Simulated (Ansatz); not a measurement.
Input file for Ansatz (an electronic-structure program): U-PBE0/def2-TZVPP on TeMo, 2S+1 = 7, a spin state set in the input, which need not be the lowest. Elements past Kr take the def2 small-core potentials; no spin–orbit coupling.

Ansatz 0.2 input:
```yaml
crystal:
  periodic: [false, false, false]
  atoms:
    - {symbol: Mo, position_ang: [0.00000000, 0.00000000, 0.00000000]}
    - {symbol: Te, position_ang: [0.00000000, 0.00000000, 2.77400000]}
basis:
  gaussian:
    orbitals: def2-TZVPP
hamiltonian:
  xc: {name: PBE0}
magnetization: {spin_polarized: true, initial_magnetization: 6}
relax: {f_tol: 0.002, max_steps: 120}
```

Q: What total energy does the run end on?

A: -336.1675 hartree.

Q: How many basis functions does it have, and what does it roughly cost on one machine?

A: 106 functions; roughly 11 core-seconds.
